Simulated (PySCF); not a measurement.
# Multinuclear NMR of C₈H₁₁NSi

Structure with atom numbers: `[N:1]#[C:2][C:3](/[CH:4]=[CH:5]\[CH:6]1[CH2:7][CH2:8]1)=[CH:9]\[SiH3:10]` (H(Xn): hydrogen on atom n). Ha(C7), Ha(C8) are cis to C5 on the ring; Hb(C7), Hb(C8) are trans to C5 on the ring.

Theory: σ from GIAO-PBE0/pcSseg-1, GFN2-xTB geometry, in PySCF 2.14.0 with density-fitted response routines (non-relativistic Hamiltonian, one computed conformer, one averaged value for each set of equivalent atoms, gas phase).

Problem. Predict the ²⁹Si NMR data.

Solution. 
```csv
atoms,environment,σ (ppm),δ (ppm)
Si10,"silicon bonded to C, 3 H",432.7,-75.7
```

Shieldings were converted by a linear fit to measured shifts: ²⁹Si (scatter 8.9 ppm rms, 25.8 ppm with the 6 outliers that the fit left out vs TMS, solution or neat liquid). Occasional misses reach two or three times the rms, and more in compound classes unlike the fitted ones.

On a 500 MHz spectrometer ²⁹Si resonates near 99.3 MHz, so 1 ppm is 99.3 Hz.

Problem. What are the ¹⁵N shifts?

Solution. 
| atoms | environment | σ (ppm) | δ (ppm) |
| --- | --- | --- | --- |
| N1 | nitrile nitrogen | -61.6 | -91.4 |

Shieldings were converted by a linear fit to measured shifts: ¹⁵N (scatter 6.3 ppm rms vs CH3NO2, solution or neat liquid). A few per cent of atoms miss by over 2 rms, more outside the fitted compound classes.

On a 600 MHz spectrometer ¹⁵N resonates near 60.8 MHz, so 1 ppm is 60.8 Hz.
